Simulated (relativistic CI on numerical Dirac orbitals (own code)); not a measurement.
## Hyperfine structure of Sn VIII, mass number 115

Method of calculation: Dirac-Coulomb-Breit CI, separate exchange-only KLI orbitals for each configuration, model QED (radiative potential, 1s self-energy scaled to tabulated hydrogen-like ionisation energies), unscaled Slater integrals (own radial code, finite nucleus).

Configuration list (outside the closed core [Ar] 3d10): 4s²4p⁶4d⁷, 4s²4p⁶4d⁶5s, 4s²4p⁶4d⁶4f, 4s²4p⁵4d⁸, 4s²4p⁶4d⁶5p, 4s²4p⁶4d⁵5s², 4s²4p⁴4d⁹, 4s4p⁶4d⁸, 4s²4p⁶4d⁵5s5p, 4s²4p⁶4d⁶5d, 4s²4p⁶4d⁵5p², 4s²4p⁶4d⁶6s, 4s²4p⁶4d⁶6p, 4s²4p⁶4d⁶6d, 4p⁶4d⁹, 4s²4p⁵4d⁷5s. Levels of other configurations are missing.

Nuclear spin I = 1/2, μ = -0.9174 μN (tables of Stone and Pyykkö). The electronic factors are computed for point nuclear moments, without core polarisation or the Bohr-Weisskopf and QED corrections.

| Level | E (cm⁻¹) | A (MHz) |
| --- | --- | --- |
| 4s²4p⁶4d⁷ ⁴F9/2 | 0.0 | -2009 |
| 4s²4p⁶4d⁷ ⁴F7/2 | 6748.4 | -2207 |
| 4s²4p⁶4d⁷ ⁴F5/2 | 10061.4 | -2565 |
| 4s²4p⁶4d⁷ ⁴F3/2 | 11932.0 | -4012 |
| 4s²4p⁶4d⁷ ⁴P5/2 | 22043.5 | -1094 |
| 4s²4p⁶4d⁷ ²G9/2 | 24918.8 | -2607 |
| 4s²4p⁶4d⁷ ⁴P1/2 | 25387.4 | 1708 |
| 4s²4p⁶4d⁷ ²G7/2 | 30925.4 | -3510 |

Levels with J = 0, under 50 % of one LS term, or S terms without an open s electron are left out. Small factors come from cancelling terms and can be off by tens of per cent or more.

At this charge configurations can still be misplaced by up to about 7 % of their energy. Terms inside the open d or f shell come out 10 to 20 % too wide with unscaled integrals.

Question: Give the hyperfine levels of 4s²4p⁶4d⁷ ⁴F9/2 relative to its centre of gravity.

Answer: With K = F(F + 1) − I(I + 1) − J(J + 1), E = AK/2: F = 4: 5526, F = 5: -4521 MHz.

LS names give the leading component of a level, which can be under half, so a name can repeat, a term be missing and a line seem to break the LS rules.
